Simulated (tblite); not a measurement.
A geometry optimisation, step by step.

Species: C3H10AsSi2 (doublet state).
Numbering: `[CH3:1][C@@H:2]1[CH:3][As:4]([SiH3:5])[SiH2:6]1` (hydrogens: H7, H8, H9 on C1; H10 on C2; H11 on C3; H12, H13, H14 on Si5; H15, H16 on Si6)

Computed with GFN2-xTB (tblite), gas phase: L-BFGS steps from a force-field or distance-geometry start until the largest atomic force falls under 0.01 eV/Å. 8 of its 196 geometries are shown.

Step 0: E = -468.2627 eV, largest atomic force 2.789 eV/Å
```
atom  x, y, z in Å  |  force x, y, z in eV/Å
C1     -2.053    0.121    1.107   -1.626   0.561  -0.188
C2     -1.365   -0.800    0.140   -0.320  -2.756   0.283
C3     -0.033   -1.351    0.684   -0.383   1.292  -1.615
As4     0.622    0.499    0.685    1.550   0.826   0.789
Si5     2.892    0.766    0.541    0.393  -0.422   0.131
Si6    -0.571    0.188   -1.232    0.797   0.670   0.005
H7     -1.736    1.177    0.918   -0.427  -0.631   0.464
H8     -1.895   -0.139    2.175   -0.090   0.100  -0.665
H9     -3.137    0.088    0.854    0.450   0.030   0.560
H10    -1.993   -1.636   -0.225   -0.219   0.295   0.416
H11     0.433   -2.024   -0.074   -0.151  -0.021   0.870
H12     3.225    2.140    0.967   -0.037  -0.084  -0.027
H13     3.435    0.565   -0.792    0.249   0.022  -0.330
H14     3.598   -0.180    1.428    0.013   0.137  -0.033
H15    -0.040   -0.704   -2.238    0.001  -0.151  -0.432
H16    -1.390    1.301   -1.683   -0.198   0.130  -0.226
```

Step 28: E = -469.3595 eV, largest atomic force 0.433 eV/Å
```
atom  x, y, z in Å  |  force x, y, z in eV/Å
C1     -2.408   -0.096    1.068   -0.028   0.024  -0.097
C2     -1.342   -0.712    0.161    0.025  -0.110   0.001
C3      0.032   -0.810    0.759    0.000  -0.274   0.014
As4     0.822    0.944    0.664   -0.214   0.146  -0.027
Si5     3.105    0.671    0.345   -0.061   0.035  -0.059
Si6    -0.556    0.407   -1.173    0.382  -0.031   0.201
H7     -2.293    0.983    1.163    0.212   0.021   0.142
H8     -2.389   -0.554    2.059    0.084   0.076  -0.074
H9     -3.390   -0.273    0.644   -0.172  -0.025  -0.093
H10    -1.722   -1.671   -0.192    0.084  -0.144   0.009
H11     0.546   -1.773    0.769   -0.094   0.270   0.101
H12     3.724    1.963    0.733   -0.066  -0.267  -0.089
H13     3.558    0.309   -1.006    0.021   0.049  -0.005
H14     3.572   -0.390    1.242    0.091   0.006   0.059
H15     0.005   -0.510   -2.184   -0.053   0.147   0.028
H16    -1.273    1.520   -1.794   -0.212   0.078  -0.111
```

Step 56: E = -469.5967 eV, largest atomic force 0.149 eV/Å
```
atom  x, y, z in Å  |  force x, y, z in eV/Å
C1     -2.395   -0.251    0.891   -0.059  -0.011   0.008
C2     -1.094   -0.682    0.197   -0.113  -0.069  -0.016
C3      0.117   -0.536    1.065   -0.064  -0.086   0.026
As4     0.830    1.206    0.761    0.001  -0.111   0.020
Si5     2.991    0.528    0.182    0.085   0.076   0.043
Si6    -0.500    0.609   -1.092   -0.047   0.037  -0.067
H7     -2.283    0.741    1.336    0.053   0.008  -0.055
H8     -2.671   -0.942    1.692    0.066   0.009  -0.085
H9     -3.210   -0.215    0.167    0.012  -0.027   0.061
H10    -1.243   -1.713   -0.150    0.072   0.043  -0.011
H11     0.386   -1.296    1.791   -0.006   0.143   0.042
H12     3.949    1.624    0.403   -0.042  -0.019  -0.047
H13     3.117    0.080   -1.212    0.025  -0.015   0.029
H14     3.381   -0.566    1.079    0.032  -0.024  -0.040
H15     0.205   -0.022   -2.225   -0.043  -0.008   0.074
H16    -1.588    1.443   -1.627    0.029   0.053   0.016
```

Step 84: E = -469.6478 eV, largest atomic force 0.056 eV/Å
```
atom  x, y, z in Å  |  force x, y, z in eV/Å
C1     -2.437   -0.344    0.841   -0.024  -0.024  -0.004
C2     -1.076   -0.645    0.210   -0.019   0.013   0.010
C3      0.059   -0.469    1.181    0.031  -0.005  -0.019
As4     0.928    1.167    0.758    0.017  -0.006  -0.020
Si5     3.078    0.459    0.122   -0.014   0.024   0.010
Si6    -0.474    0.664   -1.061   -0.001  -0.002   0.022
H7     -2.443    0.658    1.273    0.021  -0.018  -0.028
H8     -2.660   -1.057    1.634   -0.005   0.002   0.031
H9     -3.226   -0.406    0.094   -0.027   0.003  -0.016
H10    -1.119   -1.671   -0.182    0.038   0.022   0.035
H11     0.062   -0.991    2.132   -0.025  -0.008  -0.028
H12     3.961    1.626    0.262    0.022  -0.029  -0.014
H13     3.192   -0.022   -1.263   -0.018   0.004   0.010
H14     3.573   -0.605    1.001   -0.002   0.011   0.011
H15     0.090    0.031   -2.264    0.014  -0.002  -0.014
H16    -1.514    1.614   -1.483   -0.009   0.016   0.015
```

Step 111: E = -469.6594 eV, largest atomic force 0.052 eV/Å
```
atom  x, y, z in Å  |  force x, y, z in eV/Å
C1     -2.419   -0.500    0.748   -0.010   0.005  -0.001
C2     -0.975   -0.549    0.251   -0.026   0.003   0.004
C3      0.038   -0.237    1.313    0.021  -0.021   0.022
As4     1.007    1.317    0.795   -0.013  -0.023   0.011
Si5     3.028    0.342    0.085   -0.009  -0.015  -0.010
Si6    -0.446    0.827   -0.983   -0.002   0.024  -0.017
H7     -2.660    0.501    1.103    0.017   0.004   0.014
H8     -2.570   -1.196    1.573   -0.007  -0.019  -0.010
H9     -3.111   -0.755   -0.053    0.011  -0.014   0.008
H10    -0.801   -1.555   -0.159   -0.007   0.015   0.023
H11    -0.058   -0.661    2.308   -0.006   0.030  -0.042
H12     4.059    1.382   -0.020    0.002   0.011  -0.002
H13     2.923   -0.312   -1.227    0.018  -0.015  -0.013
H14     3.492   -0.666    1.044    0.001   0.007   0.019
H15     0.013    0.284   -2.272    0.022   0.003  -0.010
H16    -1.528    1.787   -1.249   -0.014   0.006   0.005
```

Step 139: E = -469.6644 eV, largest atomic force 0.078 eV/Å
```
atom  x, y, z in Å  |  force x, y, z in eV/Å
C1     -2.378   -0.607    0.692    0.012  -0.011   0.009
C2     -0.920   -0.479    0.264    0.023  -0.023   0.003
C3      0.022   -0.105    1.369   -0.076  -0.011   0.014
As4     1.068    1.385    0.799    0.028  -0.005   0.013
Si5     2.992    0.243    0.061   -0.003  -0.026  -0.003
Si6    -0.444    0.952   -0.937   -0.038   0.001  -0.026
H7     -2.746    0.345    1.073    0.009   0.004   0.016
H8     -2.488   -1.354    1.479    0.005   0.006   0.006
H9     -3.003   -0.904   -0.148   -0.002   0.002  -0.025
H10    -0.616   -1.442   -0.173   -0.010   0.013   0.009
H11    -0.199   -0.397    2.390    0.030   0.013  -0.038
H12     4.042    1.220   -0.259   -0.007  -0.005   0.001
H13     2.802   -0.601   -1.130   -0.012   0.020   0.015
H14     3.485   -0.632    1.131    0.011   0.022   0.002
H15    -0.064    0.485   -2.280    0.003   0.001  -0.001
H16    -1.561    1.900   -1.073    0.028  -0.001   0.007
```

Step 167: E = -469.6704 eV, largest atomic force 0.054 eV/Å
```
atom  x, y, z in Å  |  force x, y, z in eV/Å
C1     -2.360   -0.640    0.640   -0.012  -0.016   0.016
C2     -0.896   -0.455    0.259   -0.021   0.003   0.001
C3      0.000   -0.080    1.398   -0.036  -0.030   0.000
As4     1.087    1.392    0.859    0.019   0.013   0.015
Si5     2.958    0.198    0.073    0.022   0.012  -0.027
Si6    -0.418    1.016   -0.894    0.015  -0.040   0.004
H7     -2.757    0.274    1.082    0.018   0.010  -0.011
H8     -2.469   -1.442    1.371   -0.011   0.004  -0.011
H9     -2.959   -0.888   -0.235    0.016  -0.003   0.012
H10    -0.550   -1.396   -0.192    0.005   0.006  -0.021
H11    -0.257   -0.376    2.408    0.028   0.015   0.015
H12     3.879    1.123   -0.604   -0.024  -0.018   0.010
H13     2.637   -0.878   -0.879    0.019   0.018   0.047
H14     3.675   -0.397    1.209   -0.016  -0.007  -0.023
H15    -0.045    0.588   -2.252    0.000   0.005  -0.024
H16    -1.532    1.969   -0.989   -0.022   0.028  -0.002
```

Step 195: E = -469.6726 eV, largest atomic force 0.008 eV/Å
```
atom  x, y, z in Å  |  force x, y, z in eV/Å
C1     -2.373   -0.630    0.629   -0.004   0.001   0.001
C2     -0.907   -0.462    0.249   -0.004  -0.004   0.003
C3     -0.004   -0.118    1.393   -0.002   0.000   0.001
As4     1.087    1.363    0.886    0.002   0.000  -0.004
Si5     2.970    0.201    0.087   -0.005  -0.001  -0.001
Si6    -0.411    1.019   -0.883    0.002   0.008   0.000
H7     -2.757    0.292    1.065    0.001   0.003   0.000
H8     -2.496   -1.428    1.362    0.000   0.001  -0.007
H9     -2.973   -0.872   -0.247    0.002  -0.002   0.005
H10    -0.575   -1.400   -0.219    0.001  -0.003  -0.005
H11    -0.250   -0.437    2.398    0.002  -0.001   0.003
H12     3.772    1.096   -0.757    0.004   0.004  -0.001
H13     2.658   -0.996   -0.707    0.001  -0.001   0.003
H14     3.804   -0.226    1.217    0.001  -0.001   0.002
H15    -0.041    0.615   -2.249    0.000  -0.002  -0.002
H16    -1.512    1.992   -0.967   -0.001  -0.003   0.002
```

**Question.** Summarise the path.

**Answer.** The energy falls by 136.03 kJ/mol from step 0 to step 195; nine tenths of that is first reached at step 43. It rises by more than 0.2 meV at step 168. The largest force goes from 2.789 to 0.008 eV/Å. Among the bonds As4–Si6 changes most (a near tie, within 0.001 Å, with another), from 2.280 to 2.344 Å; the atoms move by 1.450 Å rms after alignment.

The cost below is that of the whole relaxation. Time: 1.6 s. Hardware: one thread, Arm Neoverse V1 (aarch64), shared host with 32 logical CPUs at a one-minute load of 8.6.
